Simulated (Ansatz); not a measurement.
PBE exchange is replaced step by step with exact exchange (0 % is PBE, 25 % PBE0; no dispersion term), basis def2-SVP, Ansatz. System: SnHMe2(OAc) (C4H10O2Sn). Charge 0, multiplicity 1. Geometry: PBE-D4/def2-SVP.

Geometry of the singlet:

Cartesian coordinates in Å:
```
Sn 0.5630 0.8988 -0.5285
H 0.8338 2.3700 0.3394
C 2.4068 0.1478 -1.3878
H 2.2217 -0.8350 -1.8620
H 3.1692 0.0290 -0.5946
H 2.7851 0.8547 -2.1520
C -1.0594 0.8582 -1.9512
H -1.9390 1.3636 -1.5129
H -1.3109 -0.1994 -2.1637
H -0.7535 1.3541 -2.8933
O 0.3304 -0.6962 0.8684
C -0.7825 -0.4034 1.5099
C -1.1914 -1.3958 2.5752
O -1.4363 0.6164 1.2447
H -2.1214 -1.0675 3.0706
H -0.3784 -1.5009 3.3206
H -1.3371 -2.3944 2.1170
```

In the def2 sets Sn takes a core potential; there is no spin–orbit coupling.

| exact exchange (%) | HOMO (eV) | LUMO (eV) | gap (eV) |
| --- | --- | --- | --- |
| 0 | -5.89 | -0.60 | 5.29 |
| 10 | -6.55 | -0.24 | 6.30 |
| 15 | -6.87 | -0.07 | 6.81 |
| 25 | -7.52 | 0.29 | 7.80 |
| 40 | -8.45 | 0.80 | 9.25 |
